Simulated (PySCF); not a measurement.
Spectra and structures to be paired. The calculation used TDDFT CAM-B3LYP/def2-SVPD, vertical, gas phase, core orbitals frozen in the response in PySCF 2.14.0, density-fitted response routines. Geometries: GFN2-xTB; one conformer of each isolated species. Triplets are in the Tamm–Dancoff approximation.

A. `[SiH3]O[SiH2]P` (H7OPSi2)
B. `Cc1[nH]nnc1F` (C3H4FN3)
C. `C#CP` (C2H3P)
D. `P(/[H])=C(\F)[SiH3]` (CH4FPSi)
E. `C=NC(=C)CC(F)(F)F` (C5H6F3N)

Lowest singlet levels (six at most, fewer where fewer were computed) with oscillator strengths:

1. 4.46 eV (f 0.036); 6.21 eV (f 0.105); 6.59 eV (f 0.127); 7.15 eV (f 0.082); 7.58 eV (f 0.019); 7.72 eV (f 0.016); T1 3.43 eV
2. 6.32 eV (f 0.033); 6.65 eV (f 0.016); 6.99 eV (f 0.030); 7.25 eV (f 0.053); 7.28 eV (f 0.238); 7.51 eV (f 0.003); T1 5.62 eV
3. 4.67 eV (f 0.005); 5.20 eV (f 0.247); 6.14 eV (f 0.007); 6.37 eV (f 0.003); 7.30 eV (f 0.117 summed over 2 states); 7.43 eV (f 0.002) [of 8 roots; the last level is left out, as the window may have cut its degenerate partner]; T1 2.58 eV
4. 5.80 eV (f 0.010); 6.35 eV (f 0.170); 6.68 eV (f 0.000); 7.28 eV (f 0.006); 7.57 eV (f 0.029); 7.70 eV (f 0.005); T1 4.30 eV
5. 5.68 eV (f 0.007); 6.26 eV (f 0.021); 6.67 eV (f 0.002); 6.75 eV (f 0.018); 7.26 eV (f 0.080); 7.56 eV (f 0.054); T1 5.03 eV

Question: Match each spectrum to its molecule.

Answer: 1 = E, 2 = A, 3 = D, 4 = B, 5 = C.
- A: S1 at 6.32 eV, HOMO→LUMO (55%), HOMO→LUMO+2 (11%), HOMO→LUMO+1 (11%); Löwdin shares by element: HOMO phosphorus 60%, silicon 15% or more, hydrogen 12% or more; LUMO silicon 46%, phosphorus 11%, oxygen 10% (atoms not listed hold the other 33%); HOMO -8.70 and LUMO 0.66 eV.
- B: S1 at 5.80 eV, HOMO-1→LUMO (96%); Löwdin shares by element: HOMO carbon 47% or more, nitrogen 21% or more, fluorine 11% (atoms not listed hold the other 21%); LUMO nitrogen 63%, carbon 17% or more (atoms not listed hold the other 20%); HOMO -8.71 and LUMO 0.70 eV; point group Cs, 1 of its 6 listed states under f = 0.0005.
- C: S1 at 5.68 eV, HOMO→LUMO (86%); Löwdin shares by element: HOMO carbon 49%, phosphorus 38%, hydrogen 5% or more; LUMO carbon 45%, phosphorus 30%, hydrogen 10% or more (atoms not listed hold the other 16%); HOMO -8.64 and LUMO 1.06 eV; point group Cs.
- D: S1 at 4.67 eV, HOMO-1→LUMO (98%); Löwdin shares by element: HOMO phosphorus 39%, carbon 36%, fluorine 13%, silicon 5%; LUMO phosphorus 44%, carbon 35%, fluorine 7%, silicon 6%; HOMO -8.77 and LUMO -0.91 eV.
- E: S1 at 4.46 eV, HOMO→LUMO (78%), HOMO-1→LUMO (15%); Löwdin shares by element: HOMO carbon 56% or more, nitrogen 31%; LUMO carbon 53% or more, nitrogen 24% (atoms not listed hold the other 23%); HOMO -8.49 and LUMO -0.20 eV.
B and C have S1 within 0.12 eV of each other; their strongest listed levels stand at 6.35 eV (f 0.170) and 7.26 eV (f 0.080).
